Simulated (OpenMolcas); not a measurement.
# Au: from CASSCF to CASPT2

- Program: OpenMolcas
- Basis: ANO-RCC-VTZP [8s7p5d3f1g]
- Scalar Hamiltonian: DKH2, point nucleus
- Active space: 11 electrons in 6 orbitals (5d 6s)
- State averaging: 2S+1 = 2 even, 6 roots
- Spin-orbit coupling: state interaction with AMFI integrals over the reference wave functions, term energies averaged over their components

Methods on the same reference wave functions:
A. CASSCF
B. SS-CASPT2, IPEA 0.25 Eh, imaginary shift 0.1 Eh (closed shells correlated: 5s 5p)

Energies in cm⁻¹ above 5d¹⁰ 6s ²S_1/2, the measured ground level; measured values from NIST Handbook of Basic Atomic Spectroscopic Data.

| Level | A | B | Measured |
| --- | --- | --- | --- |
| 5d¹⁰ 6s ²S_1/2 | 0.0 | 0.0 | 0.0 |
| 5d⁹ 6s² ²D_5/2 | 5330 | 6650 | 9161 |
| 5d⁹ 6s² ²D_3/2 | 17566 | 18890 | 21435 |

Deviations, from unrounded energies. A percentage is the sum of absolute deviations over the sum of measured energies, with the sign that they share, or ± where signs differ.

```
           Against measurement  Levels      A      B
mean absolute deviation (cm-1)       2   3900   2500
      other configurations (%)       2  -25.2  -16.5
```

B lies closest to measurement on these levels. The largest miss of B in the table is 5d⁹ 6s² ²D_3/2, by -2500 cm-1. The ranking rests on the paired levels alone, and a cruder setting can come out closer through cancelling errors.

The lowest spin-free term lies below A's lowest term by 0.600 hartree in B.

CASPT2 does not keep the components of a term degenerate, so their means are used; among the terms shown or strongly mixed into the levels shown the widest spread is 350 cm-1 (5d⁹ 6s² ²D, B). A single d shell beside an s shell can misplace configurations of different d count against each other. Without dynamic correlation excited terms often stand tens of per cent too high (terms of higher spin than the ground term too low), and those without a measured partner can miss by more than the paired ones (holds for A). Measured partners are found by configuration, term and J. A level has none where our copy of the source lacks it or the pairing is in doubt (some pairs that miss far off the trend of their configuration count as doubtful), and it then counts in no deviation. Only configurations of the active space appear.
